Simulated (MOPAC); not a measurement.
Input file for MOPAC: PM7 on GeCl+, 2S+1 = 1, a point of a bond scan (R = 2.184 Å). Charge +1.

```
PM7 1SCF PRECISE CHARGE=1 THREADS=1
ClGe

Cl     0.00000000 1     0.00000000 1     0.00000000 1
Ge     0.00000000 1     0.00000000 1     2.18384600 1
```

It printed:

```
*******************************************************************************
 **                                                                           **
 **                              MOPAC v23.2.5                                **
 **                                                                           **
 *******************************************************************************
 ** MOPAC's Digital Object Identifier: https://doi.org/10.5281/zenodo.6511958 **
 **                                                                           **
 ** Please cite the open-source release paper for use of this MOPAC version:  **
 ** J. E. Moussa and J. J. P. Stewart (2026)                                  **
 ** MOPAC: An open-source semiempirical molecular orbital program             **
 ** J. Open Source Softw., 11(119), 8025, https://doi.org/10.21105/joss.08025 **
 *******************************************************************************

                              PM7 CALCULATION RESULTS

 *******************************************************************************
 *  PM7        - The PM7 Hamiltonian to be used
 *
 *
 *
 *                 CHARGE ON SYSTEM = +1
 *
 *
 *
 *  PRECISE    - TIGHTER CRITERIA TO BE USED
 *  1SCF       - DO 1 SCF AND THEN STOP
 *  THREADS=1  - MULTI-THREADING NOT USED
 *  T=         - A TIME OF 172800.0 SECONDS REQUESTED
 *  DUMP=N     - RESTART FILE WRITTEN EVERY 7200.0 SECONDS REQUESTED
 *******************************************************************************
PM7 1SCF PRECISE CHARGE=1 THREADS=1
 ClGe

   ATOM   CHEMICAL          X               Y               Z
  NUMBER   SYMBOL      (ANGSTROMS)     (ANGSTROMS)     (ANGSTROMS)

     1      Cl          0.00000000  *   0.00000000  *   0.00000000  *
     2      Ge          0.00000000  *   0.00000000  *   2.18384600  *



          CARTESIAN COORDINATES

    NO.       ATOM           X           Y           Z

     1        Cl          0.0000      0.0000      0.0000
     2        Ge          0.0000      0.0000      2.1838

 General Reference for PM7:
 "Optimization of Parameters for Semiempirical Methods VI: More Modifications to the
 NDDO Approximations and Re-optimization of Parameters", J. J. P. Stewart, J. Mol. Mod., 1:32, 19 (2013)
 https://link.springer.com/article/10.1007/s00894-012-1667-x

           Empirical Formula: Cl Ge  =     2 atoms



      MOLECULAR POINT GROUP   :   C*v


      RHF CALCULATION, NO. OF DOUBLY OCCUPIED LEVELS = 5


 -------------------------------------------------------------------------------
 PM7 1SCF PRECISE CHARGE=1 THREADS=1
 ClGe



     1SCF WAS SPECIFIED, SO BFGS WAS NOT USED
     SCF FIELD WAS ACHIEVED


                              PM7 CALCULATION
                                                       MOPAC v23.2.5 Linux




          FINAL HEAT OF FORMATION =        173.77976 KCAL/MOL =     727.09454 KJ/MOL


          COSMO AREA              =         95.63 SQUARE ANGSTROMS
          COSMO VOLUME            =         83.37 CUBIC ANGSTROMS

          IONIZATION POTENTIAL    =         15.667835 EV
          HOMO LUMO ENERGIES (EV) =        -15.668 -6.617
          NO. OF FILLED LEVELS    =          5
          MOLECULAR WEIGHT        =        108.0430         POINT GROUP:  C*v

          MOLECULAR DIMENSIONS (Angstroms)

            Atom       Atom       Distance
           Ge     2   Cl     1     2.18385
           Ge     2   Cl     1     0.00000
           Cl     1   Ge     2     0.00000


          SCF CALCULATIONS        =          1





   ATOM   CHEMICAL          X               Y               Z
  NUMBER   SYMBOL      (ANGSTROMS)     (ANGSTROMS)     (ANGSTROMS)

     1      Cl          0.00000000  *   0.00000000  *   0.00000000  *
     2      Ge          0.00000000  *   0.00000000  *   2.18384600  *

                             CARTESIAN COORDINATES

   1   Cl        0.000000000     0.000000000     0.000000000
   2   Ge        0.000000000     0.000000000     2.183846000


           Empirical Formula: Cl Ge  =     2 atoms



      MOLECULAR POINT GROUP   :   C*v


                  EIGENVALUES
 -29.69376 -23.78982 -15.79072 -15.66784 -15.66784  -6.61744  -6.61744  -5.68739
  66.41342  66.59731  66.59731  67.48683  67.48683


              NET ATOMIC CHARGES AND DIPOLE CONTRIBUTIONS

  ATOM NO.   TYPE          CHARGE      No. of ELECS.   s-Pop       p-Pop       d-Pop
    1         Cl          -0.322876        7.3229     1.99643     5.32210     0.00435
    2         Ge           1.322876        2.6771     1.96836     0.70876
 DIPOLE           X         Y         Z       TOTAL
 POINT-CHG.     0.000     0.000     6.829     6.829
 HYBRID         0.000     0.000    -0.785     0.785
 SUM            0.000     0.000     6.043     6.043


          ATOMIC ORBITAL ELECTRON POPULATIONS

     Atom    s        px        py        pz      x^2-y^2     xz        z^2       yz        xy
    1 Cl   1.99643   1.89892   1.89892   1.52426   0.00000   0.00009   0.00416   0.00009   0.00000
    2 Ge   1.96836   0.10098   0.10098   0.50679

 **********************
 *                    *
 * JOB ENDED NORMALLY *
 *                    *
 **********************




 == MOPAC DONE ==
```

The run finished.

Cost: about 0.020 core-seconds (a rough figure).
